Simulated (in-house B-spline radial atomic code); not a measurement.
Values are calculated unless marked as measured or tabulated.
## Two electrons in Ge: a parabolic dot with ħω = 34.5 meV in all three directions

For Ge the NSM archive of the Ioffe Institute lists m_l = 1.6 m0, m_t = 0.08 m0 and ε = 16.2; the model takes one isotropic valley with the conductivity mass 3/(1/m_l + 2/m_t) = 0.117 m0, and so misses anisotropy and the other valleys. All triplets below are those of one valley; with several valleys two electrons can form a triplet in the 1s orbital itself, at an energy set by the valley splitting.

Effective-mass model with parabolic bands, a uniform dielectric constant, no image charges, no central-cell or spin-orbit terms. Two-electron levels come from full CI in B-splines with partial waves to l = 5 (up to 0.001 effective hartree above the limit).

Task: What are the effective units, and what is the potential in them?

Result: Ha* = 27211.386 meV × 0.117/16.2² = 12.13 meV and a* = 0.0529177 nm × 16.2/0.117 = 7.327 nm. The frequency is ω = 2.84 Ha*. The one-electron levels are 3ω/2 = 4.2600 and 5ω/2 = 7.1000 Ha*.

In these units the lowest s and p orbitals lie at 4.2600 and 7.1000, and their Coulomb and exchange integrals are J_ss = 1.3446, J_sp = 1.1205 and K_sp = 0.2241. (For a parabolic well J_ss = √(2ω/π).) Full CI gives 9.7933 for the ground singlet, 12.2392 for the sp triplet, 12.6337 for the sp singlet and 15.0792 for the lowest triplet of two s orbitals.

Task: What does it cost to add the second electron, to first order and exactly?

Result: To first order E = 2ε_s + J_ss = 9.8646, so the charging energy E(2) − 2E(1) is J_ss = 16.31 meV. CI gives 9.7933 − 2 × (4.2600) = 1.2733, or 15.45 meV: relaxation and correlation lower it by 0.865 meV, 5.3 % of J_ss. The s² configuration of one-electron orbitals holds 99.0 % of the state, and the mean radius is 5.1 nm.

Task: How far above the singlet do the triplets lie?

Result: To first order the sp triplet lies at ε_s + ε_p + J_sp − K_sp = 12.2564, which is 29.02 meV above 2ε_s + J_ss. CI gives 12.2392 − (9.7933) = 2.4459, or 29.67 meV, 86 % of the orbital spacing of 34.45 meV. The ss triplet lies 64.12 meV up, so the lower of the two is the sp one, and its gap equals k_BT at 344 K. The sp singlet-triplet splitting is 4.785 meV, against 2K_sp = 5.437 meV. The sp singlet lies ħω above the ground state (2.8403 against 2.84), as Kohn's theorem demands for a parabolic well.
